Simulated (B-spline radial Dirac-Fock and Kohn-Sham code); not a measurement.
## As²⁺ in Watson spheres of different radius

These are calculated numbers from a radial finite-basis atomic code; the model is Dirac-Fock (average of configuration) total-energy differences with a finite nucleus, the Breit interaction including its frequency dependence, and self-energy and vacuum-polarisation corrections. The ion, [Ar] 3d10 4s2 4p1, sits in a hollow sphere of charge Q = -2, a simple model of the Madelung potential. Inside the sphere an electron's potential energy is raised by the constant 14.40·|Q|/R eV, so binding energies fall by about that much as long as the orbitals stay inside.

```csv
radius (Å),14.40 |Q|/R (eV),1s (eV),2s (eV),2p1/2 (eV),2p3/2 (eV),3s (eV),3p1/2 (eV),3p3/2 (eV),3d3/2 (eV),3d5/2 (eV),4s (eV),4p (eV)
1.8,16.00,11883.1,1552.3,1376.2,1340.4,224.7,164.5,159.4,56.74,56.05,21.28,11.58
2.4,12.00,11887.0,1556.1,1380.1,1344.2,228.5,168.3,163.2,60.57,59.88,25.13,15.38
```

From the smallest to the largest radius 1s moves by +3.8 eV, while the constant potential alone would give +4.0 eV; the difference comes from charge outside the sphere and its screening.
